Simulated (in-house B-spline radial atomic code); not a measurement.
**Ti: [Ar] 3d(1 up, 1 down) 4s2**

Computed with an all-electron radial atomic-structure program (B-spline basis): non-relativistic r2SCAN, spin-polarised, spherical fractional occupations, point nucleus.

Z_r = [3n² - l(l+1)]/(2<r>); Z_e = n√(-2ε); the last column is Slater's effective charge. Values are occupation-weighted means over spin.

```tsv
shell	electrons	ε (eV)	<r> (bohr)	Z_r	Z_e	Slater
1s	2	-4856.7	0.07018	21.37	18.89	21.70
2s	2	-538.49	0.3266	18.37	12.58	17.85
2p	6	-448.58	0.2906	17.21	11.48	17.85
3s	2	-64.174	1.014	13.31	6.52	10.75
3p	6	-40.088	1.088	11.48	5.15	10.75
4s	2	-4.5746	3.563	6.74	2.32	3.15
3d	2	-4.2432	1.607	6.54	1.68	3.65
```

The least bound orbital is 3d up at -4.243 eV, while the most diffuse is 4s up (<r> = 3.563 bohr against 1.607 bohr): energy order and size order differ.
